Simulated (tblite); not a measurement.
Cl$_{3}$Nd (SMILES [Cl][Nd]([Cl])[Cl]), quartet, at a GFN2-xTB geometry (such geometries of metal compounds can be far from the true shape) (GFN-xTB holds the 4f electrons in the core, so unpaired electrons go into valence orbitals and the state isn't the physical one); GFN1-xTB with ALPB(water) (tblite).

Input for tblite:
```
$ tblite run mol.xyz --method gfn1 --charge 0 --spin 3 --alpb water --json tblite.json --no-restart

# file mol.xyz
4

Nd    -0.35618013     0.23437750    -0.20731271
Cl    -1.30404649    -2.04254620     0.29163682
Cl     1.11828840     2.20764700    -0.41528298
Cl     1.44286442    -0.99231549     0.85533809
```

The log (banner, timings and long lists left out):

```
ERROR STOP

Error termination. Backtrace:
-> Total number of electrons (24) and number unpaired electrons (3) is not compatible
xTB calculator
 | screened Coulomb repulsion
 | Coulomb electrostatics
 |  * isotropic Klopman-Ohno-Mataga-Nishimoto electrostatics
 |  * onsite third-order electrostatics
 | DFT-D3(BJ) dispersion correction
 | Interactions (3)
 | [1] alpb/gbsa reaction field model
 | [2] cds contribution to solvation
 | [3] empirical free energy shift and standard state/solvent correction

[Fatal] Singlepoint calculation failed
```

The program refused the input.
